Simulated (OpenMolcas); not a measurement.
Ru5+ among 5 point charges of -2 e arranged as a trigonal bipyramid (D3h). The axial distance is 1.04 times the equatorial one, R.

```
Program             : OpenMolcas 26.06
Method              : SS-CASPT2, IPEA 0.25 Eh, imaginary shift 0.1 Eh (closed shells correlated: 4s 4p)
Basis               : ANO-RCC-VDZP [6s5p3d1f]
Scalar Hamiltonian  : DKH2, point nucleus
Active space        : 3 electrons in 5 orbitals (4d)
State averaging     : 2S+1 = 4 even, 10 roots; 2S+1 = 2 even, 40 roots
Spin-orbit coupling : RASSI with atomic mean-field integrals over the reference wave functions
```

All point charges move together. At R = 1.78 Å the first state of the same spin is 4630 cm-1, and at R = 1.93 Å it is 3160 cm-1.

Q: A third run gives 2320 cm-1. What distance was it run at?

A: With a power law R^-n the two known points give n = -ln(3160 / 4630) / ln(1.93 / 1.78) = 4.72. Then R = 1.78 × (4630 / 2320)^(1/4.72) = 2.061 Å. The run was at 2.05 Å, so the estimate is off by +0.011 Å.

Roots that are degenerate in the reference are averaged as groups; the widest CASPT2 spread within a group is 170 cm-1 (the 2-fold group of multiplicity 4 near 0 cm-1 above the lowest state of its run, R = 2.05). Shifts and gaps below about the spread of the groups concerned are not significant. An orbital doublet at a regular site is open to a Jahn-Teller distortion, which this geometry leaves out. Free-ion shares, where given, are those of the reference states; single-state CASPT2 does not remix them. The ground term spreads over less than 5000 cm-1, several times less than with real ligands, so orbital moments are less quenched and χT lies further from the spin-only value than at real sites (holds for R = 2.05). This is an electrostatic model: the charges have no orbitals. No measured value stands beside these numbers.
